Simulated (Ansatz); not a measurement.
The molecule MgCl+, closed-shell singlet (lowest of 2S+1 = 1, 3 at CCSD(T)/def2-TZVPP on PBE0 minima; our sources give no spin for the ground state, which may be another).

The constants come from a fifth-degree fit in 1/R (seven points, main isotopes). Runs in def2 and cc sets follow the lowest solution found near the PBE0 minimum. The singlet is held restricted.

Run with Ansatz (a program for electronic structure) with Gaussian orbitals. Values without a source in brackets are computed.

Energies at wB97X-V/def2-TZVPP:

```
R (Å)       E (hartree)
--------  -------------
1.960818  -659.93883142
2.013528  -659.94380133
2.062021  -659.94615880
2.116840  -659.94674515
2.171658  -659.94554995
2.234911  -659.94243010
2.308705  -659.93700442
```

**Question.** With a reduced mass of 14.2269 u, find the minimum, the force constant and the constants.

**Answer.** A fifth-degree polynomial in 1/R puts the minimum at r_e = 2.1056 Å with force constant 270 N/m. Then ω_e = (1/2πc)√(k/μ) = 567 cm⁻¹ and B_e = h/(8π²cμr_e²) = 0.2673 cm⁻¹; the cubic and quartic terms give α_e = 0.0014 and ω_e x_e = 2.0 cm⁻¹.
